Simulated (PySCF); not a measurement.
Run record: geometry optimisation, `[O]=[W](=[O])([F])[F]` (WO2F2).

Method: PBE0-D3(BJ)/def2-SVP geometry optimisation, gas phase, def2 core potentials past Kr (PySCF 2.14.0). Start geometry: GFN2-xTB. The input is one job of a driver script: a line of settings, then coordinates in Å.

Input:
```
{"job": {"xc": "PBE0", "basis": "def2-SVP", "d3": "d3bj", "grid": 1, "maxiter": 30, "shake": 0.03, "kind": "geom"}, "charge": 0, "multiplicity": 1}
W      0.144740    -0.077070     0.068990
O      0.008380    -0.031090     1.733810
O      1.585030     0.004280    -0.600620
F     -0.780730     1.427560    -0.608880
F     -0.882580    -1.434160    -0.655420
```

Output:
```
step   0  E = -416.76582532  max force = 0.213701
step   1  E = -416.79480223  max force = 0.043530
step   2  E = -416.79844011  max force = 0.018549
step   3  E = -416.79924391  max force = 0.011167
step   4  E = -416.79941167  max force = 0.004586
step   5  E = -416.79945113  max force = 0.000890
step   6  E = -416.79945571  max force = 0.000435
optimisation converged
```

Energies in Eh; «max force» is the largest Cartesian gradient component in Eh/bohr.

Give the first gradient maximum in eV/Å.

With 1 Eh/bohr = 51.422 eV/Å, 10.989 eV/Å.

How much energy does the optimisation release, in eV?

E(step 0) − E(last step) = 0.033630 Eh, which is 0.915 eV.

Main results: final energy -416.79946 Eh after 6 steps; dipole 1.73 D.

Hardware: one thread, Arm Neoverse V1 (aarch64), shared host with 32 logical CPUs at a one-minute load of 9.4. Cost: 27 s wall, 0.34 GiB resident at most.
Labels such as C1 count atoms from 1, the log's own numbers from 0.
